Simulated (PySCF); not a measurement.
VOF3, SMILES [O]=[V]([F])([F])[F], multiplicity 1. Atoms are numbered in the order given.

```xyz
5

V      0.0000     0.0000    -0.0387
O      0.0000     0.0000    -1.5648
F      1.3985     0.8074     0.4966
F      0.0000    -1.6149     0.4966
F     -1.3985     0.8074     0.4966
```
Charge 0, spin multiplicity 1.

Geometry: ωB97X-D3(BJ)/def2-SVP. The multiplicity is an assumed one; other spin states were not compared. The isomer is the one that the SMILES or the coordinates give; other isomers of the formula were not compared.

Calculation: HF/pcSseg-1 in PySCF.

GIAO shieldings, no solvent; atoms alike by connectivity are averaged. δ = σ(ref) − σ: ¹⁷O against H2O (σ = 333.0 ppm); ¹⁹F against CFCl3 (σ = 238.5 ppm), references at their B3LYP-D3(BJ)/def2-TZVP geometries, non-relativistic.

| nucleus | atoms | count | δ (ppm) |
|---|---|---|---|
| ¹⁷O | O2 | 1 | 3048.6 |
| ¹⁹F | F3, F4, F5 | 3 | 239.7 |
